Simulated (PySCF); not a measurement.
GaI₂, SMILES [I][Ga][I], multiplicity 2. Atoms are numbered in the order given.

```xyz
3

Ga     0.0000     0.0000     0.9641
I      0.0000    -2.2053    -0.2819
I      0.0000     2.2053    -0.2819
```
Charge 0, spin multiplicity 2.

Coordinates come from a PBE0-D3(BJ)/def2-SVP optimisation. The multiplicity is an assumed one; other spin states were not compared. The isomer is the one that the SMILES or the coordinates give; other isomers of the formula were not compared. The def2 effective core potentials stand for the cores of I; spin–orbit coupling is left out.

Level of theory: PBE0-D3(BJ)/def2-SVP run with PySCF 2.14.0.

Frequencies are harmonic and unscaled.

```csv
mode,ν (cm⁻¹),IR (km/mol),moving atoms (share of kinetic energy)
1,57,0.3,"I 74 %, Ga 26 %"
2,193,7.5,"Ga 53 %, I 47 %"
3,261,58.2,"Ga 73 %, I 27 %"
```
